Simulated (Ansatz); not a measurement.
**Molecular dynamics of AlFH3NO**

Input:

```yaml
crystal:
  periodic: [false, false, false]
  atoms:
    - { symbol: Al, position_ang: [0.10669, -0.025592, -0.027552] }
    - { symbol: F, position_ang: [-0.174836, 0.520817, 1.465367] }
    - { symbol: "N", position_ang: [1.55676, 0.004933, -0.964207] }
    - { symbol: H, position_ang: [1.22982, -0.364819, -1.926368] }
    - { symbol: H, position_ang: [2.575939, 0.090523, -1.049168] }
    - { symbol: O, position_ang: [-1.239724, -0.696574, -0.937203] }
    - { symbol: H, position_ang: [-2.023901, -0.560696, -0.445477] }
basis:
  gaussian: { orbitals: "6-31G*" }
hamiltonian:
  xc: b3lyp
md:
  timestep: 0.25
  n_steps: 250
  ensemble: nvt_nose_hoover
  temperature: 400.0
  initial_velocities: maxwell_boltzmann
  seed: 52269
  nose_hoover: { tau: 100.0, chain_length: 5 }
  masses: [{ species: H, mass: 2.014 }]
```

Launched with:

```bash
$ ansatz run input.yaml --threads 1 --pin off --max-ram 2048MiB --backend cpu --events-out ev --progress --plain --runs-dir out
```

It goes on from the last frame of an earlier run, with new velocities.

Output, in part (one step line in 9, the closing report, with atoms numbered from 0):

```
md step     0: t =     0.00 fs  T =   400.0 K  F+E_penalty+E_count = -12903.51493712 eV  E_kin = 0.258520 eV  conserved = -12903.25641712 eV  (23 SCF iters)
md step     9: t =     2.25 fs  T =   584.7 K  F+E_penalty+E_count = -12903.63471138 eV  E_kin = 0.377914 eV  conserved = -12903.25674245 eV  (25 SCF iters)
md step    18: t =     4.50 fs  T =   300.5 K  F+E_penalty+E_count = -12903.45038019 eV  E_kin = 0.194184 eV  conserved = -12903.25600613 eV  (22 SCF iters)
md step    27: t =     6.75 fs  T =   506.4 K  F+E_penalty+E_count = -12903.58411040 eV  E_kin = 0.327272 eV  conserved = -12903.25656233 eV  (26 SCF iters)
md step    36: t =     9.00 fs  T =   540.0 K  F+E_penalty+E_count = -12903.60604331 eV  E_kin = 0.349022 eV  conserved = -12903.25652567 eV  (25 SCF iters)
md step    45: t =    11.25 fs  T =   397.3 K  F+E_penalty+E_count = -12903.51358272 eV  E_kin = 0.256780 eV  conserved = -12903.25605647 eV  (22 SCF iters)
md step    54: t =    13.50 fs  T =   685.7 K  F+E_penalty+E_count = -12903.70078707 eV  E_kin = 0.443138 eV  conserved = -12903.25655043 eV  (26 SCF iters)
md step    63: t =    15.75 fs  T =   739.6 K  F+E_penalty+E_count = -12903.73640240 eV  E_kin = 0.477980 eV  conserved = -12903.25651383 eV  (24 SCF iters)
md step    72: t =    18.00 fs  T =   610.9 K  F+E_penalty+E_count = -12903.65392691 eV  E_kin = 0.394822 eV  conserved = -12903.25613824 eV  (23 SCF iters)
md step    81: t =    20.25 fs  T =   702.3 K  F+E_penalty+E_count = -12903.71488908 eV  E_kin = 0.453890 eV  conserved = -12903.25669643 eV  (25 SCF iters)
md step    90: t =    22.50 fs  T =   457.8 K  F+E_penalty+E_count = -12903.55779719 eV  E_kin = 0.295881 eV  conserved = -12903.25616140 eV  (23 SCF iters)
md step    99: t =    24.75 fs  T =   448.6 K  F+E_penalty+E_count = -12903.55316067 eV  E_kin = 0.289945 eV  conserved = -12903.25636134 eV  (23 SCF iters)
md step   108: t =    27.00 fs  T =   535.4 K  F+E_penalty+E_count = -12903.61068626 eV  E_kin = 0.345998 eV  conserved = -12903.25647523 eV  (23 SCF iters)
md step   117: t =    29.25 fs  T =   429.4 K  F+E_penalty+E_count = -12903.54360697 eV  E_kin = 0.277543 eV  conserved = -12903.25639194 eV  (22 SCF iters)
md step   126: t =    31.50 fs  T =   359.6 K  F+E_penalty+E_count = -12903.49954024 eV  E_kin = 0.232425 eV  conserved = -12903.25634350 eV  (22 SCF iters)
md step   135: t =    33.75 fs  T =   372.8 K  F+E_penalty+E_count = -12903.50925986 eV  E_kin = 0.240944 eV  conserved = -12903.25640955 eV  (23 SCF iters)
md step   144: t =    36.00 fs  T =   372.4 K  F+E_penalty+E_count = -12903.50999012 eV  E_kin = 0.240700 eV  conserved = -12903.25633960 eV  (22 SCF iters)
md step   153: t =    38.25 fs  T =   492.3 K  F+E_penalty+E_count = -12903.58867497 eV  E_kin = 0.318190 eV  conserved = -12903.25628682 eV  (23 SCF iters)
md step   162: t =    40.50 fs  T =   712.8 K  F+E_penalty+E_count = -12903.73325306 eV  E_kin = 0.460691 eV  conserved = -12903.25649145 eV  (24 SCF iters)
md step   171: t =    42.75 fs  T =   765.3 K  F+E_penalty+E_count = -12903.76990165 eV  E_kin = 0.494613 eV  conserved = -12903.25644184 eV  (24 SCF iters)
md step   180: t =    45.00 fs  T =   723.4 K  F+E_penalty+E_count = -12903.74588801 eV  E_kin = 0.467504 eV  conserved = -12903.25640061 eV  (23 SCF iters)
md step   189: t =    47.25 fs  T =   713.7 K  F+E_penalty+E_count = -12903.74326800 eV  E_kin = 0.461295 eV  conserved = -12903.25650051 eV  (22 SCF iters)
md step   198: t =    49.50 fs  T =   556.1 K  F+E_penalty+E_count = -12903.64462782 eV  E_kin = 0.359378 eV  conserved = -12903.25630121 eV  (22 SCF iters)
md step   207: t =    51.75 fs  T =   522.8 K  F+E_penalty+E_count = -12903.62595969 eV  E_kin = 0.337891 eV  conserved = -12903.25621829 eV  (24 SCF iters)
md step   216: t =    54.00 fs  T =   696.4 K  F+E_penalty+E_count = -12903.74226286 eV  E_kin = 0.450051 eV  conserved = -12903.25663630 eV  (23 SCF iters)
md step   225: t =    56.25 fs  T =   536.0 K  F+E_penalty+E_count = -12903.64247936 eV  E_kin = 0.346446 eV  conserved = -12903.25629169 eV  (23 SCF iters)
md step   234: t =    58.50 fs  T =   487.6 K  F+E_penalty+E_count = -12903.61453328 eV  E_kin = 0.315114 eV  conserved = -12903.25639494 eV  (23 SCF iters)
md step   243: t =    60.75 fs  T =   447.9 K  F+E_penalty+E_count = -12903.59253028 eV  E_kin = 0.289491 eV  conserved = -12903.25651183 eV  (23 SCF iters)
md step   250: t =    62.50 fs  T =   263.6 K  F+E_penalty+E_count = -12903.47504785 eV  E_kin = 0.170366 eV  conserved = -12903.25618424 eV  (25 SCF iters)
Total energy: -12903.47528775 eV, -474.1939705352 hartree
Atom 0 at    -0.008129    -0.041618    -0.115386 Å, force     0.426203    -0.194979    -0.837871 eV/Å
Atom 1 at     0.047907     0.511123     1.411279 Å, force    -0.693174     0.345155     1.211850 eV/Å
Atom 2 at     1.635609     0.030520    -0.794201 Å, force    -0.994733    -1.212720    -2.049411 eV/Å
Atom 3 at     1.585921    -0.459553    -1.750076 Å, force     1.187353     1.353290     1.702602 eV/Å
Atom 4 at     2.465075     0.590884    -0.554008 Å, force    -0.692434    -0.643485    -0.571622 eV/Å
Atom 5 at    -1.390158    -0.691714    -0.967815 Å, force    -0.703955     0.020889     1.750977 eV/Å
Atom 6 at    -2.185430    -0.876739    -0.369174 Å, force     1.470740     0.331849    -1.206525 eV/Å
Dipole moment:    -0.054916    -0.052665    -0.131183 e Å
```

The run went to its last step. The conserved energy stayed within 0.063 meV per atom of its start (net change 0.033 meV per atom), so the integration is sound. The mean temperature of the second half is 38 % above the set value. A run of 0.062 ps of so small a system gives no equilibrium averages.

The same pairs are bonded in the first frame and the last. Pairs count as bonded within 1.25 times the sum of covalent radii (0.12 Å more for H–H).

Last frame:

```xyz
7
Properties=species:S:1:pos:R:3
Al -0.008 -0.042 -0.115
F 0.048 0.511 1.411
N 1.636 0.030 -0.794
H 1.586 -0.460 -1.750
H 2.465 0.591 -0.554
O -1.390 -0.692 -0.968
H -2.185 -0.877 -0.369
```

The run took 9.4 min on 1 thread of Arm Neoverse V1, with other jobs on the host, peak memory 0.12 GiB.
